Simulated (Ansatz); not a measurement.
Consider the substitution at a C–Ge bond: `[BH2][GeH]([CH3])[CH3]` + `[GeH3][SeH]` → `C[Se][GeH3]` + `[BH2][GeH2][CH3]`.

Isolated molecules relaxed with PBE0-D4/def2-TZVP in Ansatz; ΔE leaves out vibrations. CCSD(T)/CBS is the MP2 limit (def2-TZVPP, def2-QZVPP) plus CCSD(T) − MP2 in def2-TZVPP, frozen cores. Functionals use def2-TZVPP. B3LYP here is the variant with VWN-RPA as its local correlation; programs differ in this. For Ge, Se outer-core shells are correlated without core-valence functions, which leaves a few kJ/mol of doubt a bond. Scalar relativity is left out up to krypton.

(1) Is it downhill or uphill in electronic energy at CCSD(T)/CBS, and by how much? (An estimate is asked.)

(2) What do these levels give: PBE-D4, PBE0-D4, B3LYP-D4, B2PLYP, PBE0, HF/def2-QZVPP? (Best estimate.)

Largest T1 diagnostic among the species: 0.011.

Results:

(1) The calculation gave: Uphill: ΔE = +0.35 eV.

(2) Ansatz gave: PBE-D4 0.32, PBE0-D4 0.34, B3LYP-D4 0.33, B2PLYP 0.34, PBE0 0.34, HF/def2-QZVPP 0.34 eV.
